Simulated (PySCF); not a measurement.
Compound: C4H7F2O2Si (doublet state).
Atom-mapped SMILES: `[CH3:1][C@@H:2]1[O:3][SiH2:4][O:5][C:6]1[CH:7]([F:8])[F:9]` (hydrogens: H10, H11, H12 on C1; H13 on C2; H14, H15 on Si4; H16 on C7)

Cartesian coordinates in Å at the GFN2-xTB level; atoms count from 1:
```xyz
16
C4H7F2O2Si angstrom
C     -1.2144   -1.2763    0.5322
C     -0.6415    0.1443    0.5562
O     -1.4400    1.0113   -0.2176
Si    -0.6693    1.6203   -1.5191
O      0.8158    0.9508   -1.1512
C      0.7328    0.2128   -0.0292
C      1.9405   -0.4083    0.5200
F      2.1005   -0.1303    1.8520
F      1.8984   -1.7853    0.4858
H     -1.1980   -1.6582   -0.4854
H     -0.6194   -1.9251    1.1680
H     -2.2403   -1.2590    0.8890
H     -0.6472    0.5134    1.5938
H     -0.5445    3.0622   -1.4293
H     -1.1302    1.0319   -2.7644
H      2.8493   -0.0957   -0.0123
```

The hyperfine couplings belong to this conformer and change with its torsions.

Level of theory: UKS B3LYP, pcH-1 on C F H O Si, non-relativistic, mean-field spin-orbit, GIAO (PySCF). Isolated species at its GFN2-xTB geometry (one conformer only). Couplings are sensitive to structure, and on GFN2-xTB geometries they can be far from those on DFT ones. No stability test was run, so a lower SCF solution isn't excluded.

(1) Match the computed a_iso(13C) values +81.6, +55.0, -34.1, -29.3 MHz with the sites C1; C2; C6; C7.

(2) The isotropic 17O couplings are -19.8, +0.7 MHz. Assign them to O3; O5.

(3) The isotropic 19F couplings are +223.5, +136.1 MHz. Assign them to F8; F9.

Answers

(1) 
```csv
site,a_iso (MHz),ρ(0) (bohr⁻³),position,distance from C6 (Å),spin population,largest |T| (MHz)
C1,+55.0,+0.0490,2 bonds from C6,2.51,+0.03,7.4
C2,-29.3,-0.0261,1 bond from C6,1.50,-0.06,1.2
C6,+81.6,+0.0726,largest spin population,0.00,+0.82,151.2
C7,-34.1,-0.0303,1 bond from C6,1.46,-0.01,4.7
```

(2) 
```tsv
site	a_iso (MHz)	ρ(0) (bohr⁻³)	position	distance from C6 (Å)	spin population	largest |T| (MHz)
O3	+0.7	-0.0012	2 bonds from C6	2.32	0.00	1.0
O5	-19.8	+0.0328	1 bond from C6	1.35	+0.13	65.9
```

(3) 
| site | a_iso (MHz) | ρ(0) (bohr⁻³) | position | distance from C6 (Å) | bound to | spin population there | largest \|T\| (MHz) |
| --- | --- | --- | --- | --- | --- | --- | --- |
| F8 | +136.1 | +0.0323 | 2 bonds from C6 | 2.35 | C7 | -0.01 | 131.8 |
| F9 | +223.5 | +0.0531 | 2 bonds from C6 | 2.37 | C7 | -0.01 | 162.1 |

ρ(0) is the spin density at the nucleus and T the dipolar tensor; a_iso includes a spin–orbit part; entries for several nuclei are means. Largest spin populations (Mulliken): C6 (+0.82) and O5 (+0.13). C6 is the only atom above +0.15. The angles at C6 add up to 360.0°, so it is planar.

Class means assume fast exchange of nuclei equivalent by connectivity; if that motion is slow, each nucleus keeps its own coupling. The three 1H nuclei of mean +1.6 MHz run from -2.8 to 9.8 MHz in the frozen geometry.
